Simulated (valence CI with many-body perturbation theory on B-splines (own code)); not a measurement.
Level structure of Tm¹⁸⁺

Calculated by configuration interaction combined with many-body perturbation theory (CI+MBPT): five valence electrons over a frozen Dirac-Fock core [Kr] 4d10, radial functions for each j: 7 s, 7 p, 7 d, 7 f, 4 g, 2 h, with the one-electron correlation potential Σ1 (screened to all orders), the two-electron term Σ2, the three-electron term Σ3, Breit, model QED; selected single and double excitations, second order for the rest (own B-spline code, finite nucleus).

No measured spectrum was set against this ion. As an estimate, terms of the open shell hold to a few per cent of their energy, and close levels can change places. Core correlation moves these levels by up to 3700 cm⁻¹, and in measured spectra 5 to 20 % of such shifts remained as error; rates that hang on mixing are uncertain with them. Among the levels kept, up to 1100 cm⁻¹ of a level comes from second order outside the variational space, and about a tenth of that is noise between levels of different J, which matters for small intervals. Only levels of the ground parity were solved; by the run's estimate the other parity begins above the list, which can be wrong where configurations are misplaced.

Levels 1 to 45 of 50, with energies above the lowest level, 4f⁵ ⁶H°_5/2. "Leading %" is the weight of the configuration and term that name the level; weights of strongly mixed levels are sums over their largest components and can fall short. Lifetimes count E1, E2, E3, M1 and M2 decay at the calculated energies, and are blank where another channel may lead or the interval is too uncertain; long ones can be off by a factor of two.

| No. | Configuration | Term | J | E (eV) | Leading % | g | Lifetime |
| --- | --- | --- | --- | --- | --- | --- | --- |
| 1 | 4f⁵ | ⁶H° | 5/2 | 0.0000 | 86 | 0.329 |  |
| 2 | 4f⁵ | ⁶H° | 7/2 | 0.5474 | 91 | 0.838 | 144 ms |
| 3 | 4f⁵ | ⁶H° | 9/2 | 1.115 | 94 | 1.069 | 102 ms |
| 4 | 4f⁵ | ⁶H° | 11/2 | 1.673 | 94 | 1.193 | 113 ms |
| 5 | 4f⁵ | ⁶F° | 1/2 | 1.911 | 91 | -0.611 | 576 s |
| 6 | 4f⁵ | ⁶F° | 3/2 | 1.940 | 86 | 1.028 | 580 ms |
| 7 | 4f⁵ | ⁶F° | 5/2 | 2.064 | 78 | 1.257 | 139 ms |
| 8 | 4f⁵ | ⁶H° | 13/2 | 2.205 | 90 | 1.265 | 167 ms |
| 9 | 4f⁵ | ⁶F° | 7/2 | 2.513 | 85 | 1.367 | 154 ms |
| 10 | 4f⁵ | ⁶H° | 15/2 | 2.692 | 84 | 1.307 | 393 ms |
| 11 | 4f⁵ | ⁶F° | 9/2 | 3.072 | 90 | 1.415 | 155 ms |
| 12 | 4f⁵ | ⁶F° | 11/2 | 3.661 | 91 | 1.437 | 257 ms |
| 13 | 4f⁵ | ⁴G° | 5/2 | 4.231 | 37 | 0.827 | 4.52 ms |
| 14 | 4f⁵ | ⁴F° | 3/2 | 4.743 | 88 | 0.472 | 8.38 ms |
| 15 | 4f⁵ | ⁴M° | 15/2 | 4.768 | 57 | 0.906 | 55.8 ms |
| 16 | 4f⁵ | ⁴I° | 9/2 | 5.234 | 85 | 0.760 | 10.5 ms |
| 17 | 4f⁵ | ⁴G° | 7/2 | 5.248 | 55 | 1.061 | 5.59 ms |
| 18 | 4f⁵ | ⁴I° | 11/2 | 5.321 | 45 | 0.888 | 10.3 ms |
| 19 | 4f⁵ | ⁴L° | 13/2 | 5.327 | 34 | 0.948 | 14.9 ms |
| 20 | 4f⁵ | ⁴M° | 17/2 | 5.691 | 74 | 0.996 | 64.5 ms |
| 21 | 4f⁵ | ⁴P° | 5/2 | 5.806 | 27 | 1.360 | 7.12 ms |
| 22 | 4f⁵ | ⁴M° | 15/2 | 6.121 | 26 | 1.046 | 10.1 ms |
| 23 | 4f⁵ | ⁴G° | 9/2 | 6.234 | 65 | 1.150 | 9.83 ms |
| 24 | 4f⁵ | ⁴F° | 5/2 | 6.287 | 63 | 1.015 | 6.71 ms |
| 25 | 4f⁵ | ⁴M° | 19/2 | 6.345 | 80 | 1.070 | 173 ms |
| 26 | 4f⁵ | ²P° | 1/2 | 6.510 | 54 | 0.347 | 6.80 ms |
| 27 | 4f⁵ | ⁶P° | 3/2 | 6.551 | 54 | 1.988 | 24.3 ms |
| 28 | 4f⁵ | ⁴L° | 13/2 | 6.604 | 52 | 0.938 | 9.08 ms |
| 29 | 4f⁵ | ⁴L° | 15/2 | 6.718 | 47 | 1.036 | 14.5 ms |
| 30 | 4f⁵ | ⁴M° | 21/2 | 6.776 | 81 | 1.122 | 908 ms |
| 31 | 4f⁵ | ⁴I° | 11/2 | 6.813 | 48 | 0.878 | 8.96 ms |
| 32 | 4f⁵ | ⁴G° | 11/2 | 6.970 | 43 | 1.171 | 26.0 ms |
| 33 | 4f⁵ | ⁴D° | 7/2 | 7.085 | 33 | 1.283 | 6.21 ms |
| 34 | 4f⁵ | ⁴K° | 13/2 | 7.166 | 50 | 0.989 | 20.9 ms |
| 35 | 4f⁵ | ⁴L° | 17/2 | 7.175 | 54 | 1.067 | 44.6 ms |
| 36 | 4f⁵ | ⁴H° | 7/2 | 7.298 | 65 | 0.798 | 9.27 ms |
| 37 | 4f⁵ | ⁴F° | 9/2 | 7.386 | 23 | 1.126 | 6.07 ms |
| 38 | 4f⁵ | ⁴F° | 7/2 | 7.453 | 41 | 1.327 | 12.7 ms |
| 39 | 4f⁵ | ⁶P° | 5/2 | 7.551 | 48 | 1.528 | 8.08 ms |
| 40 | 4f⁵ | ⁴D° | 3/2 | 7.578 | 64 | 1.412 | 5.25 ms |
| 41 | 4f⁵ | ⁴K° | 17/2 | 7.732 | 48 | 1.098 | 28.6 ms |
| 42 | 4f⁵ | ⁴H° | 13/2 | 7.794 | 70 | 1.183 | 13.1 ms |
| 43 | 4f⁵ | ⁴H° | 9/2 | 7.797 | 58 | 1.003 | 8.17 ms |
| 44 | 4f⁵ | ⁴G° | 7/2 | 7.925 | 75 | 0.970 | 4.97 ms |
| 45 | 4f⁵ | ⁴K° | 15/2 | 7.998 | 57 | 1.050 | 21.5 ms |

Names give the largest LS component (configuration and term), which can be under half, so a name can repeat, a term be missing and a line seem to break the LS rules; names also repeat where a configuration has a term twice.

Where two levels of one J and parity lie close, their mixing, g and order are uncertain.

The ionisation energy to 4f⁴ ⁵I4 of the next ion comes out as 443.31 eV (NIST: 460 ± 24 eV (theoretical)). All 50 levels together are meant to be complete up to 8.383 eV.
